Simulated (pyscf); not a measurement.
Single points on ωB97X-D3(BJ)/def2-SVP structures (PySCF, gas phase).

Problem. Estimate the classical barrier height and the reaction energy of Cl–CH₂–ZrH(Cl)–Cl (SMILES Cl[CH2][ZrH]([Cl])[Cl]) → H₃C–Zr(Cl)(Cl)–Cl (SMILES [CH3][Zr]([Cl])([Cl])[Cl]) at ωB97M-D3(BJ)/def2-TZVP. The step runs on the singlet surface, breaks C–Cl, H–Zr and forms C–H, Cl–Zr; take the reactant's lowest minimum found as zero.

Solution. ΔE‡ = 10.8 kcal/mol, ΔE = -59.6 kcal/mol. Zero-point energy shifts the barrier by -1.2 kcal/mol. It is a concerted two-bond exchange, with an imaginary mode of 649i cm⁻¹. What is counted as formed (Cl–Zr) is already present as a longer contact in the reactant adduct; forming that adduct is a step of its own. Cl–CH₂–ZrH(Cl)–Cl is closed by a dative Cl–Zr contact. This is the saddle that the search found; another between the same sides may lie lower. Elements past Kr carry the def2 core potentials, without spin-orbit coupling.
